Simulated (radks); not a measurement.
The numbers below are computed, except where a source is named.
Question: Hg68+, 12 electrons, occupied as [Ne] 3s2 (the NIST ground configuration). Code: a radial shooting solver on a logarithmic mesh with Libxc functionals. Model: Dirac Kohn-Sham, PBE, spin-unpolarised, spherical densities, point nucleus. Some entries of the table are withheld. Estimate them.

orbital,occ.,eigenvalue (hartree),<r^2> (bohr^2),<1/r> (bohr^-1)
1s1/2,2,-3279.123,0.0003800,97.73
2s1/2,2,-755.2638,0.005569,(1)
2p1/2,2,-736.5042,0.003920,24.29
2p3/2,4,-662.6668,0.005030,19.70
3s1/2,2,-309.9539,0.03120,(2)
3p1/2,0,(3),0.02773,9.756
3p3/2,0,(4),0.03212,8.492
4s1/2,0,-166.7897,0.1056,5.227

Answer: 
(1) 2s1/2 <1/r> (bohr^-1): 24.41
(2) 3s1/2 <1/r> (bohr^-1): 9.843
(3) 3p1/2 eigenvalue (hartree): -303.3377
(4) 3p3/2 eigenvalue (hartree): -283.1864
